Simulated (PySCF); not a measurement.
**The third ionisation energy along the noble gases**

All values are computed (PySCF 2.14, energy differences of UHF-based or UKS calculations, no spin-orbit coupling). Values in eV. The last column holds reference values (NIST; (s) semi-empirical, (t) theoretical, else measured). Unmarked ones compare directly (S terms, centres of terms, or small fine structure); those marked * lie between the lowest fine-structure levels and include a spin-orbit shift.

| element | configurations | UHF | LDA | PBE | MP2 (valence) | SCS-MP2 (valence) | CCSD(T) (valence) | reference |
| --- | --- | --- | --- | --- | --- | --- | --- | --- |
| Ne (dyall-av2z, non-relativistic) | [He] 2s2 2p4 → [He] 2s2 2p3 | 61.784 | 63.617 | 63.849 | 62.752 | 62.808 | 62.763 | 63.423 * |
| Ar (dyall-av2z, non-relativistic) | [Ne] 3s2 3p4 → [Ne] 3s2 3p3 | 39.274 | 40.784 | 40.658 | 39.835 | 39.868 | 39.860 | 40.735 ± 0.012 (s) * |
| Kr (dyall-av2z, non-relativistic) | [Ar] 3d10 4s2 4p4 → [Ar] 3d10 4s2 4p3 | 34.171 | 35.705 | 35.382 | 34.627 | 34.653 | 34.661 | 35.838 ± 0.02 * |
| Xe (dyall-av2z, non-relativistic) | [Kr] 4d10 5s2 5p4 → [Kr] 4d10 5s2 5p3 | 29.121 | 30.623 | 30.269 | 29.493 | 29.511 | 29.527 | 31.05 ± 0.04 (s) * |

"Valence" correlates the outer s and p shells and, in groups 3 to 12 and the f block, the outer d or f shell, open or full, or the next shell where the ion has no valence electron left; the wider scheme adds the next inner shell.
